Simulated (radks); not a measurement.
The mean radii <r> (bohr) of the occupied orbitals of an atom or ion are listed with their occupations. Calculated with a radial shooting solver on a logarithmic mesh with Libxc functionals: scalar-relativistic Kohn-Sham, r2SCAN, spin-polarised, spherical densities, finite nucleus; meta-GGA in the generalised Kohn-Sham scheme; Fermi nuclear charge, rms radius of each element as measured or else 0.836 A^(1/3) + 0.57 fm.

orbital  occ.      <r>
1s up       1  0.02112
1s down     1  0.02112
2s up       1  0.08975
2s down     1  0.08975
2p up       3  0.07946
2p down     3  0.07946
3s up       1   0.2343
3s down     1   0.2341
3p up       3   0.2333
3p down     3   0.2331
3d up       5   0.2123
3d down     5   0.2120
4s up       1   0.5296
4s down     1   0.5297
4p up       3   0.5607
4p down     3   0.5609
4d up       5   0.6076
4d down     5   0.6086
5s up       1    1.279
5s down     1    1.298
5p up       3    1.497
5p down     3    1.520
4f up       7   0.8036
4f down     2   0.8431
6s up       1    3.818
6s down     1    4.118
5d up       1    2.725

Name the element and its charge. Open shells, if any, are filled with parallel spins first.

Answer. Z = 66, dysprosium, charge 0: Dy in [Xe] 4f9 5d1 6s2. The 1s radius gives Z: for a bare nucleus <r> = (2 gamma + 1)/(2Z) with gamma = sqrt(1 - (Z/c)^2), 0.02085 bohr for Z = 66, and screening makes it slightly larger (0.02112 here). The occupations add up to 66, and the charge is Z minus that.
